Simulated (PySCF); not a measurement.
Method: B3LYP-D3(BJ)/def2-TZVP // r2SCAN-D4/def2-SVP run with PySCF 2.14.0. Gas-phase values, no solvent. B3LYP has the VWN-RPA correlation part, as in Gaussian. 

Reference species: [Y(Cl)2(F)] (neutral, multiplicity 1).

```
Item                                                            Result
------------------------------------------------------------  --------
mean distance from the central atom to its bonded neighbours   2.297 Å
HOMO–LUMO gap                                                  5.63 eV
coordination number                                                  3
LUMO                                                          -3.15 eV
```

After one change: the mean distance from the central atom to its bonded neighbours rises by 0.146 Å; the HOMO–LUMO gap falls by 0.08 eV; the coordination number stays essentially unchanged; the LUMO falls by 0.13 eV.

Q: What was changed between the two runs? The new species is one of these.
A. [Y(F)3]
B. [Y(Cl)3]
C. [Y(Cl)(F)2]

A: B, [Y(Cl)3]
